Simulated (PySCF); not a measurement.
Energy profile

The step: SiH₃F ([F][SiH3]) + H₂ → SiH₄ + HF; bonds formed: Si1–H7, F2–H6; bonds broken: Si1–F2, H6–H7 (atoms numbered as in the saddle structure below).

```
7
angstrom
Si -0.4070 -0.2136 -0.0614
F 1.4127 -0.4277 0.5698
H -0.1677 -1.2832 -1.0512
H -1.5262 0.5867 -0.6526
H -0.8942 -0.5726 1.2857
H 1.1340 0.6705 0.1482
H 0.4484 1.2397 -0.2385
```

Electronic energies by CCSD(T) at an estimated basis limit (MP2 extrapolated from triple and quadruple zeta, plus CCSD(T) − MP2 in triple zeta), on PBE0-D4/def2-TZVP structures; SiH₅F, closed shell; no counterpoise correction. Program: PySCF 2.14 with density fitting (its default auxiliary sets; JK sets also for MP2 and CCSD(T)). Basis: def2-TZVPP and def2-QZVPP. Cores are frozen in the correlated methods. Extrapolation: Hartree–Fock as exp(−7.88 √X), correlation as X^−2.97.

(1) Give the profile in kcal/mol, counted from the separated reactants. (An estimate is asked for; the value comes from the calculation.)

No T1 diagnostic of these runs exceeds 0.014.

Results:

(1) The calculation gives:
```tsv
point	kcal/mol
separated: SiH₃F (linked as [F][SiH3]; Si1, F2, H3, H4, H5; singlet) + H₂ (H6, H7; singlet)	0.00
start structure	-0.45
saddle	59.18
end structure	23.80
separated: SiH₄ (Si1, H3, H4, H5, H7; singlet) + HF (F2, H6; singlet)	25.03
```

For scale, one of the runs: CCSD(T)/def2-TZVPP, 143 basis functions, launched by `OMP_NUM_THREADS=4 python run.py`. Time: 38 s of wall clock on 4 CPU threads of an INTEL XEON PLATINUM 8581C; the host was shared. Peak host memory: 0.79 GiB.
